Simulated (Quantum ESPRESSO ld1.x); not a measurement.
Problem. Ar III, configuration [Ne] 3s2 3p4. All-electron calculation, scalar-relativistic Kohn-Sham, LDA (Slater exchange, Perdew-Zunger correlation), spin-unpolarised, spherical densities, point nucleus. Program: ld1.x of Quantum ESPRESSO 7.5. Some entries of the table are withheld. Estimate them.

orbital,occ.,eigenvalue (hartree),<r^2> (bohr^2)
1s,2,-115.4372,0.009936
2s,2,(1),0.2046
2p,6,-9.5529,0.1765
3s,2,(2),2.038
3p,4,-1.3043,2.520

Solution. 
(1) 2s eigenvalue (hartree): -11.9776
(2) 3s eigenvalue (hartree): -1.8544
